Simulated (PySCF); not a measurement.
Ag(I) anion (AgI), SMILES [Ag][I] (connectivity only; charge and spin as stated), charge -1, multiplicity 2. Atoms are numbered in the order given.

```xyz
2

Ag     0.0000     0.0000    -1.5093
I      0.0000     0.0000     1.3384
```
Charge -1, spin multiplicity 2.

Geometry: B3LYP-D3(BJ)/def2-TZVPD. The spin state was assumed, not searched. The def2 effective core potentials stand for the cores of Ag, I; spin–orbit coupling is left out.

These are CAM-B3LYP/def2-TZVPD (PySCF) values and carry that method's errors.

Gas-phase values at a fixed geometry.

Computed frontier levels, dipole moment and polarisability:
| Quantity | Value |
|---|---|
| α spin, highest occupied and lowest empty level | -1.07 and 3.68 eV |
| β spin, highest occupied and lowest empty level | -3.36 and 2.82 eV |
| dipole moment about the centre of nuclear charge | 0.23 D |
| mean static polarisability | 126.4 bohr³ (18.72 Å³) |
| polarisability, principal values | 108.3, 108.3, 162.5 bohr³ |
| ⟨S²⟩ | 0.752 (pure state 0.75) |
